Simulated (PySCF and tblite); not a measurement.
Values are calculated unless marked as measured or tabulated.
C₈H₇F, numbered as in [CH2:1]=[CH:2][c:3]1[cH:4][cH:5][cH:6][c:7]([F:8])[cH:9]1.

Conformers came from 90 starts (ETKDG and KDG, MMFF94s, GFN2-xTB); geometries are PBE0-D3(BJ)/def2-SVP. Energies: PBE0-D3(BJ)/def2-SVPD (IEF-PCM, chloroform), with GFN2-xTB thermal terms (modes under about 100 cm⁻¹ blended into free rotors). Symmetry numbers and mirror images are counted. Conformers within 3 kcal/mol (GFN2-xTB free energy) were kept, 8 at most. Of two unlike H on one atom, a is the less shielded (WP04/pcSseg-1 (IEF-PCM, chloroform)). Run with PySCF (density fitting) and tblite.

An NOE distance is ⟨r⁻⁶⟩^(−1/6) over all pairs of like atoms and, for the average, over conformers.

Torsions listed: C1–C2–C3–C4.

```
conformer  shape  weight %
        1  -178°      57.1
        2     2°      42.9
```

Q: Which H–H contacts under 3.5 Å would NOEs report (pairs on one atom left out) at 298.15 K?

A: 
| pair | in 1 (Å) | in 2 (Å) | average (Å) |
| --- | --- | --- | --- |
| H1a ··· H9 | 2.18 | 4.72 | 2.39 |
| H1b ··· H2 | 2.42 | 2.41 | 2.42 |
| H4 ··· H5 | 2.48 | 2.47 | 2.48 |
| H1a ··· H4 | 4.70 | 2.18 | 2.50 |
| H5 ··· H6 | 2.51 | 2.51 | 2.51 |
| H2 ··· H4 | 2.34 | 3.84 | 2.55 |
| H2 ··· H9 | 3.85 | 2.36 | 2.68 |
| H1a ··· H2 | 3.09 | 3.09 | 3.09 |

Longer pairs under the limit may be missing.

Q: In a model where alignment follows shape alone (order matrix 0.0005 × (3G/tr G − 1)/2, G the second moments of the atom positions; splitting J + 2D), what are the one-bond C–H dipolar couplings D?

A: H1a 0.6 Hz (0.5 in conformer 1), H1b -5.7 Hz (-5.8 in conformer 1), H2 0.4 Hz (0.4 in conformer 1), H4 -1.1 Hz (-0.1 in conformer 1), H5 -1.3 Hz (-2.3 in conformer 1), H6 -6.2 Hz (-6.2 in conformer 1), H9 -1.1 Hz (-2.0 in conformer 1).
